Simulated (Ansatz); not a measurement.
`[GaH2][O][SbH2]` and `C[O][GaH2]` differ in one atom or group.

Ansatz, PBE0-D4/def2-TZVP geometries, multiplicity 1. 

Elements past krypton have def2 core potentials. Scalar relativity is left out up to krypton.

```
                                                                                  property  `[GaH2][O][SbH2]`
                                                       HOMO energy (B3LYP/def2-TZVPP) / eV              -7.07
                                                        HOMO energy (PBE0/def2-TZVPP) / eV              -7.22
                                                        LUMO energy (PBE0/def2-TZVPP) / eV              -1.25
                                                     HOMO–LUMO gap (B3LYP/def2-TZVPP) / eV               5.54
                                                         LUMO energy (PBE/def2-TZVPP) / eV              -2.05
ideal-gas entropy at 298 K and 1 bar (rigid rotor, harmonic PBE0-D4/def2-TZVP) / J/(mol·K)                349
```

Question: What does the change do to each property? (Best estimate.)

Answer: Computed: 
| property | `C[O][GaH2]` | shift |
| --- | --- | --- |
| HOMO energy (B3LYP/def2-TZVPP) / eV | -7.64 | -0.57 |
| HOMO energy (PBE0/def2-TZVPP) / eV | -7.85 | -0.63 |
| LUMO energy (PBE0/def2-TZVPP) / eV | -1.21 | 0.04 |
| HOMO–LUMO gap (B3LYP/def2-TZVPP) / eV | 6.14 | 0.60 |
| LUMO energy (PBE/def2-TZVPP) / eV | -1.99 | 0.06 |
| ideal-gas entropy at 298 K and 1 bar (rigid rotor, harmonic PBE0-D4/def2-TZVP) / J/(mol·K) | 304 | -45 |

The zero-point energy changes by 64.4 kJ/mol with +3 modes. Modes under 60 cm⁻¹, often nearly free rotors, make the harmonic entropy too high.

B3LYP here is the variant with VWN-RPA as its local correlation; programs differ in this.

Spin–orbit coupling is left out; it splits and shifts lone-pair levels of the heavy atoms by tenths of an eV.
